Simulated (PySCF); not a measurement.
Al(Me)(OMe)(OiPr), SMILES C[O][Al]([CH3])[O]C(C)C (C₅H₁₃AlO₂) (GFN2-xTB optimised geometry):

```
21

Al     0.225    -0.894     0.000
C     -0.669    -2.677     0.055
H     -0.179    -3.383    -0.613
H     -1.718    -2.605    -0.221
H     -0.618    -3.102     1.056
O      1.879    -0.894     0.000
C      3.272    -0.848    -0.001
H      3.662    -1.313     0.909
H      3.663    -1.389    -0.868
H      3.623     0.186    -0.046
O     -0.692     0.477     0.000
C     -1.559     1.562    -0.119
C     -2.972     1.070    -0.432
C     -1.059     2.514    -1.204
H     -1.572     2.094     0.845
H     -2.971     0.543    -1.383
H     -3.663     1.907    -0.486
H     -3.302     0.384     0.344
H     -0.049     2.842    -0.968
H     -1.040     1.997    -2.161
H     -1.709     3.383    -1.278
```

Calculation: CAM-B3LYP/def2-SVP (PySCF).

Q: What are the frontier orbital energies and the dipole moment?

A: HOMO-2 -9.06 eV, HOMO-1 -8.92 eV, HOMO -8.86 eV, LUMO 1.45 eV, LUMO+1 1.81 eV; dipole moment 0.79 D.

On the same geometry PySCF 2.14.0 with PBE/def2-SVP gives HOMO-2 -6.09 eV, HOMO-1 -6.03 eV, HOMO -5.91 eV, LUMO -0.27 eV, LUMO+1 0.05 eV; dipole moment 0.67 D.

Meta-Löwdin charges at CAM-B3LYP/def2-SVP: Al1 1.03, C2 -0.60, H3 0.11, H4 0.11, H5 0.11, O6 -0.61, C7 -0.04, H8 0.09, H9 0.09, H10 0.09, O11 -0.62, C12 0.19, C13 -0.29, C14 -0.29, H15 0.08, H16 0.09, H17 0.09, H18 0.10, H19 0.10, H20 0.09, H21 0.09.
